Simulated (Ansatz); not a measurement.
YSi6. The state is a doublet with charge 0. Geometry PBE-D4/def2-SVP.

```
atom   x (Å)   y (Å)   z (Å)
  Y1  -1.812  -0.842   1.010
 Si2   1.005   0.981  -0.118
 Si3  -0.784  -0.175  -1.445
 Si4  -1.197   1.749   0.309
 Si5   1.608  -0.444  -1.922
 Si6   0.689  -1.500   0.094
 Si7   0.491   0.232   2.072
```

In the def2 sets Y takes a core potential; there is no spin–orbit coupling. Another isomer (doublet) lies 0.07 eV lower at r2SCAN-D4/def2-TZVP.

(1) Estimate the α-spin orbital energies around the gap (eV) in Ansatz with PBE-D4/def2-TZVP, PBE-D4/def2-TZVPD, r2SCAN-D4/def2-TZVP, PBE0-D4/def2-SVP, BHLYP-D4/def2-TZVP.

Answers

(1) 
```tsv
orbital	PBE-D4/def2-TZVP	PBE-D4/def2-TZVPD	r2SCAN-D4/def2-TZVP	PBE0-D4/def2-SVP	BHLYP-D4/def2-TZVP
HOMO−9	-8.68	-8.69	-8.95	-10.04	-11.00
HOMO−8	-8.62	-8.63	-8.86	-9.96	-10.84
HOMO−7	-6.77	-6.78	-6.99	-7.78	-8.13
HOMO−6	-6.43	-6.43	-6.66	-7.47	-7.91
HOMO−5	-6.25	-6.26	-6.50	-7.35	-7.82
HOMO−4	-5.64	-5.64	-5.79	-6.59	-7.14
HOMO−3	-5.52	-5.52	-5.64	-6.39	-6.74
HOMO−2	-5.11	-5.12	-5.26	-6.01	-6.42
HOMO−1	-4.47	-4.48	-4.63	-5.31	-5.72
HOMO	-4.41	-4.42	-4.59	-5.29	-5.69
LUMO	-3.38	-3.39	-3.29	-2.86	-2.10
LUMO+1	-2.77	-2.78	-2.66	-2.20	-1.51
LUMO+2	-2.64	-2.65	-2.44	-2.19	-1.28
LUMO+3	-2.37	-2.38	-2.18	-1.74	-1.03
LUMO+4	-2.22	-2.23	-2.07	-1.63	-0.62
LUMO+5	-2.08	-2.09	-1.97	-1.47	-0.54
β HOMO	-4.32	-4.33	-4.39	-5.06	-5.40
β LUMO	-3.92	-3.93	-3.82	-3.40	-2.41
```
